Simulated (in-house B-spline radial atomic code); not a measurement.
# The lanthanide contraction in the 4+ ions

Computed with a B-spline radial code for spherical atoms: non-relativistic Hartree-Fock (point nucleus) and Dirac-Hartree-Fock (finite nucleus), averages of the listed configurations; Dirac values are occupation-weighted means over j unless j is named.

| ion | configuration | <r>(5p) NR | <r>(5p) Dirac | <r>(4f) Dirac |
| --- | --- | --- | --- | --- |
| Ce4+ | [Kr] 4d10 5s2 5p6 | 1.673 | 1.65 | - |
| Pr4+ | [Xe] 4f1 | ? | ? | ? |
| Nd4+ | [Xe] 4f2 | 1.614 | 1.587 | 0.8787 |
| Pm4+ | [Xe] 4f3 | 1.587 | 1.559 | 0.8519 |
| Sm4+ | [Xe] 4f4 | 1.562 | 1.531 | 0.8273 |
| Eu4+ | [Xe] 4f5 | ? | ? | ? |
| Gd4+ | [Xe] 4f6 | 1.514 | 1.48 | 0.7837 |
| Tb4+ | [Xe] 4f7 | 1.492 | 1.456 | 0.7641 |
| Dy4+ | [Xe] 4f8 | 1.471 | 1.434 | 0.7459 |
| Ho4+ | [Xe] 4f9 | 1.451 | 1.411 | 0.7287 |
| Er4+ | [Xe] 4f10 | 1.431 | 1.39 | 0.7125 |
| Tm4+ | [Xe] 4f11 | 1.413 | 1.37 | 0.6972 |
| Yb4+ | [Xe] 4f12 | 1.394 | 1.35 | 0.6828 |
| Lu4+ | [Xe] 4f13 | 1.377 | 1.331 | 0.6691 |

Radii in bohr.

Problem. What are the radii for Eu4+?

Solution. 5p: 1.538 bohr without and 1.505 bohr with relativity; 4f: 0.8047 bohr.

Problem. What are the radii for Pr4+?

Solution. 5p: 1.643 bohr without and 1.618 bohr with relativity; 4f: 0.9082 bohr.

Problem. How large is the contraction, and how much of it is relativistic?

Solution. From Ce4+ to Lu4+ the 5p radius shrinks by 0.296 bohr without relativity and 0.320 bohr with it, so relativity accounts for 7 % of the total. The main cause is that each added 4f electron screens the added nuclear charge incompletely.
